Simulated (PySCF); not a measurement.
COS, charge +1, doublet, at a GFN2-xTB geometry (a state made from the parent by changing its charge; the spin is typed, not shown lowest).

Here is a job for PySCF.
```python
from pyscf import gto, scf, dft

mol = gto.Mole()
mol.atom = '''
    O    -0.00000000   -0.00000000   -1.68366881
    C    -0.00000000   -0.00000000   -0.55245407
    S     0.00000000    0.00000000    1.04900468
'''
mol.basis = '3-21g'
mol.charge = 1
mol.spin = 1
mol.verbose = 4
mol.build()

mf = dft.UKS(mol)
mf.xc = 'm06'
mf.kernel()
```

**Question.** What does this run give for the number of basis functions, total energy, Mulliken (on the basis functions themselves) charges in atom order, HOMO energy?

**Answer.** 
The number of basis functions comes out as 31 and the total energy is -508.4677 Eh. The Mulliken (on the basis functions themselves) charges in atom order comes out as O1 -0.17, C2 0.19, S3 0.98 and the HOMO energy comes out as -16.35 eV.

These values belong to the state on which the SCF converged, which isn't shown to be the lowest.
